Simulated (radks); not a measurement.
The numbers below are computed, except where a source is named.
Problem. All-electron atom: the zirconium ion Zr3+ in [Kr] 4d0.75 5p0.25 (fractional occupations, a model configuration). Code: a radial shooting solver on a logarithmic mesh with Libxc functionals. Model: scalar-relativistic Kohn-Sham, SOGGA, spin-unpolarised, spherical densities, finite nucleus; Fermi nuclear charge, rms radius 4.2694 fm. Some entries of the table are withheld. Estimate them.

| orbital | occ. | eigenvalue (hartree) | r(max) (bohr) |
|---|---|---|---|
| 1s | 2 | -655.6735 | 0.02415 |
| 2s | 2 | (1) | 0.1370 |
| 2p | 6 | -81.97878 | (2) |
| 3s | 2 | (3) | 0.4084 |
| 3p | 6 | -12.73014 | 0.4024 |
| 3d | 10 | -7.48601 | 0.3472 |
| 4s | 2 | -3.03731 | 1.074 |
| 4p | 6 | -2.21331 | 1.171 |
| 4d | 0.75 | -1.06608 | 1.486 |
| 5s | 0 | -0.90510 | 2.677 |
| 5p | 0.25 | (4) | 3.109 |
| 5d | 0 | -0.44709 | 4.368 |
| 4f | 0 | -0.37751 | 3.719 |

Solution. 
(1) 2s eigenvalue (hartree): -91.77812
(2) 2p r(max) (bohr): 0.1095
(3) 3s eigenvalue (hartree): -15.92268
(4) 5p eigenvalue (hartree): -0.70922
